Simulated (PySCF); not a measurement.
# Diatomics of I with group 14

r²SCAN with triple-zeta basis sets in PySCF, for the lowest determinant that a PBE0 search found; no spin–orbit coupling. De refers to high-spin ground-configuration atoms. A positive dipole means M(−)I(+).

```tsv
M	basis	state (unpaired electrons)	Re (Å)	ωe (cm⁻¹)	De (eV)	μ (D)
C	def2-TZVPP	doublet (π ↑)	2.032	637	3.14	1.77
Ge	def2-TZVPP	doublet (π ↑)	2.525	243	3.26	-1.03
Sn	x2c-TZVPPall	doublet (π ↑)	2.724	196	3.17	-2.01
Pb	def2-TZVPP	doublet (π ↑)	2.804	165	3.05	-3.06
```

Question: The row for M = Si is missing. Estimate Re, ωe and De as the mean of the rows for C and Ge, and compare with the calculation.

Answer: The means are 2.279 Å, 440 cm⁻¹ and 3.20 eV. r²SCAN in def2-TZVPP gives SiI as a doublet (π ↑) with Re = 2.448 Å, ωe = 358 cm⁻¹, De = 3.37 eV, so the estimate is off by -17.0 pm, +23 % and -0.17 eV.

The rows differ in basis set, which adds steps of its own.

These are scalar-relativistic numbers at best; spin–orbit coupling would shift them, the dissociation energy most. States were picked by a PBE0 search and need not be the measured ground states.
